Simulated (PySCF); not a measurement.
A structure optimised at PBE0-D3(BJ)/def2-SVP, used in a PySCF frequency run:

```
N
H 1 1.0182
C 1 1.4661 2 116.05
H 3 1.1021 1 114.11 2 -83.97
H 3 1.1110 4 108.33 1 -129.59
C 1 1.4661 2 116.05 3 123.58
H 6 1.1021 1 114.11 2 83.97
H 6 1.1110 7 108.33 1 129.59
Si 6 1.9018 7 120.43 8 130.74
H 9 1.4926 6 114.95 7 23.71
H 9 1.4954 10 109.20 3 -137.69
```
Charge 0, spin multiplicity 1.

**Question.** Write its SMILES, formula and point group.

**Answer.** C1NC[SiH2]1, C2H7NSi, Cs

**Question.** What are its rotational constants (standard atomic weights)?

**Answer.** 9.5409, 6.3833, 4.3322 GHz
